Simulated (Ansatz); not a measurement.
`[SiH3][SbH][SiH3]` + `CO[SiH](C)F` → `[F][SbH][SiH3]` + `CO[SiH](C)[SiH3]`  (redistribution)

Computed with Ansatz on PBE0-D4/def2-TZVP structures; ΔE is electronic, products minus reactants. CCSD(T)/CBS is the MP2 limit (def2-TZVPP, def2-QZVPP) plus CCSD(T) − MP2 in def2-TZVPP, frozen cores. DFT in def2-TZVPP. B3LYP here is the variant with VWN-RPA as its local correlation; programs differ in this. def2 core potentials past Kr. For Sb outer-core shells are correlated without core-valence functions, which leaves a few kJ/mol of doubt a bond. Each species was taken in one conformer, which may not be the lowest.

`[SiH3][SbH][SiH3]`:

Cartesian coordinates in Å:
```
Si 1.125 -0.054 1.446
Sb 0.199 -1.610 -0.378
Si -1.402 0.243 -1.155
H 1.406 1.314 0.936
H 2.376 -0.631 2.005
H 0.115 0.036 2.533
H 1.397 -1.090 -1.482
H -0.727 1.562 -1.275
H -1.988 -0.124 -2.471
H -2.501 0.353 -0.159
```

`CO[SiH](C)F`:

```xyz
12

C    -0.138    1.472    1.541
O    -0.056    0.902    0.253
Si    0.099   -0.691   -0.046
C     0.009   -0.945   -1.869
F     1.517   -1.207    0.493
H    -0.541    2.482    1.444
H    -0.800    0.895    2.197
H     0.851    1.532    2.004
H    -0.914   -1.450    0.731
H     0.785   -0.365   -2.375
H    -0.962   -0.626   -2.253
H     0.150   -1.999   -2.120
```

`[F][SbH][SiH3]`:

Z-matrix (Å, degrees):
```
Si
Sb 1 2.591
H 1 1.489 2 107.7
H 1 1.484 2 110.8 3 -120.2
H 1 1.486 2 109.7 3 118.3
F 2 1.930 1 93.9 3 164.8
H 2 1.717 1 89.3 3 70.6
```

`CO[SiH](C)[SiH3]`:

Z-matrix (Å, degrees):
```
C
O 1 1.407
H 1 1.092 2 108.4
H 1 1.096 2 111.5 3 119.2
H 1 1.097 2 111.6 3 -119.3
Si 2 1.651 1 122.7 3 171.2
Si 6 2.341 2 105.7 1 -173.4
C 6 1.870 2 112.1 1 64.4
H 6 1.497 2 109.0 1 -54.9
H 7 1.490 6 109.6 2 178.6
H 7 1.489 6 110.8 2 -62.4
H 7 1.488 6 111.4 2 58.7
H 8 1.092 6 111.3 2 59.6
H 8 1.094 6 110.0 2 179.4
H 8 1.093 6 111.3 2 -61.4
```

```
             level  ΔE (kcal/mol)  difference from CCSD(T)/CBS
            PBE-D4           40.8                         -5.7
         r2SCAN-D4           44.7                         -1.8
           PBE0-D4           44.4                         -2.1
          B3LYP-D4           43.1                         -3.4
           ωB97X-V           43.2                         -3.3
           ωB97M-V           45.9                         -0.6
            B2PLYP           45.5                         -1.0
               PBE           40.5                         -6.0
            r2SCAN           44.7                         -1.8
              PBE0           44.2                         -2.3
             B3LYP           42.6                         -3.9
     HF/def2-TZVPP           47.8                          1.3
    MP2/def2-TZVPP           51.2                          4.7
SCS-MP2/def2-TZVPP           48.6                          2.1
   CCSD/def2-TZVPP           47.8                          1.3
CCSD(T)/def2-TZVPP           47.5                          1.0
     HF/def2-QZVPP           46.9                          0.4
    MP2/def2-QZVPP           50.3                          3.8
SCS-MP2/def2-QZVPP           47.7                          1.2
      HF/CBS(def2)           46.8                          0.3
     MP2/CBS(def2)           50.1                          3.6
    CCSD/CBS(def2)           46.7                          0.2
       CCSD(T)/CBS           46.5                            0
```

Largest T1 diagnostic among the species: 0.014.

From PBE to PBE0 (25 % exact exchange), in def2-TZVPP and without D4, ΔE moves by +3.7 kcal/mol.
